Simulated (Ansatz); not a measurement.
`O[SiH3]` + `[InH3]` → `[SiH3][OH+][InH3-]`  (adduct formation)

Program: Ansatz. Geometries: PBE0-D4/def2-TZVP. ΔE: electronic, gas phase. CCSD(T)/CBS adds triple-zeta CCSD(T) − MP2 to the extrapolated MP2 energy (def2 sets, frozen cores). Functionals use def2-TZVPP. B3LYP here is the variant with VWN-RPA as its local correlation; programs differ in this. Elements past krypton have def2 core potentials. For In outer-core shells are correlated without core-valence functions, which leaves a few kJ/mol of doubt a bond.

```json
{"level": "BHLYP-D4", "ΔE (kcal/mol)": "-12.6"}
{"level": "ωB97X-V", "ΔE (kcal/mol)": "-11.9"}
{"level": "PBE-QIDH", "ΔE (kcal/mol)": "-11.4"}
{"level": "B3LYP", "ΔE (kcal/mol)": "-8.2"}
```

Question: What does CCSD(T)/CBS give? (Estimate.)

Answer: Ansatz gave: -13.2 kcal/mol. The listed levels differ from it by 0.6, 1.3, 1.8, 5.0 kcal/mol.

Question: What do rigid-rotor, harmonic-oscillator terms from PBE0-D4/def2-TZVP frequencies (298.15 K, 1 bar) make of the CCSD(T)/CBS value? (Best estimate.)

Answer: The calculation gave: ΔZPE = +1.6 kcal/mol, ΔH = -11.7 kcal/mol, ΔS = -112 J/(mol·K), ΔG = -3.7 kcal/mol. Modes under 50 cm⁻¹ make the entropy rough.

Largest T1 diagnostic among the species: 0.014.

The D4 term adds −3.1 kcal/mol with B3LYP and −1.7 kcal/mol with PBE0; it sums over pairs of atoms, weighted by their polarisabilities, and B3LYP, whose exchange is more repulsive, gets the larger term. Leaving LDA and LC-ωPBE aside and taking each functional with its dispersion term where it has one, the values, not all of them listed here, spread over 2.5 kcal/mol, from BHLYP-D4 to B2PLYP. LDA lies −6.0 kcal/mol from PBE without D4.
